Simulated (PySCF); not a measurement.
Magnetic shielding above rings: a mixed set.

Definitions: NICS(0) = −σiso at the ring centroid; NICS(1) = −σiso and NICS(1)zz = −σzz at ±1 Å along the ring normal z. Level: GIAO PBE0/pcSseg-1 (PySCF, non-relativistic, gas phase) on the PBE0-D3(BJ)/def2-SVP geometries, one conformer each. Atom numbers follow the mapped SMILES.

Task: Order these rings by mean NICS(1)zz, lowest (most negative) first (ppm).
A. ring C5–N6–C7–S8–N9 in `[SiH3:1][S:2][CH2:3][O:4][c:5]1[n:6][cH:7][s:8][n:9]1`
B. ring C1–C2–Si3–C4–C5–Si6 in `[CH:1]1=[CH:2][SiH2:3][CH:4]=[CH:5][SiH2:6]1`
C. ring C2–S3–C4–C5–S6 in `[S:1]=[c:2]1[s:3][cH:4][cH:5][s:6]1`
D. ring C3–C4–C5–C6–C7 in `[Cl:1][C@@H:2]1[C@@H:3]2[CH:4]=[CH:5][CH2:6][C@H:7]12`

Result: A (-26.4), C (-9.7), D (-8.3), B (4.7).

```
                     SMILES                                                             ring  NICS(0)  NICS(1)  NICS(1)zz  HOMA  rms pucker (Å)  ring atoms with four or more neighbours
           [SiH3]SCOc1ncsn1        5-membered ring with 2 N and S; formal bonds all aromatic    -12.8    -11.2      -26.4     –            0.00                                        0
                  S=c1sccs1  5-membered ring with 2 S; bonds drawn aromatic by RDKit's count     -7.4     -6.1       -9.7  0.56            0.00                                        0
Cl[C@@H]1[C@@H]2C=CC[C@H]12           5-membered carbocycle; formal bonds 1 double, 4 single     -6.2     -5.1       -8.3     –            0.01                                        3
       C1=C[SiH2]C=C[SiH2]1       6-membered ring with 2 Si; formal bonds 2 double, 4 single      1.4     -0.3        4.7     –            0.02                                        2
```

NICS(0) gives the same order. The isotropic NICS(1) gives the same order. HOMA uses Krygowski's 1993 parameters; it is left out where a ring has a four-coordinate atom, a triple bond, no multiple bond or a kind of bond without parameters. NICS(1) and NICS(1)zz are means over the two faces.
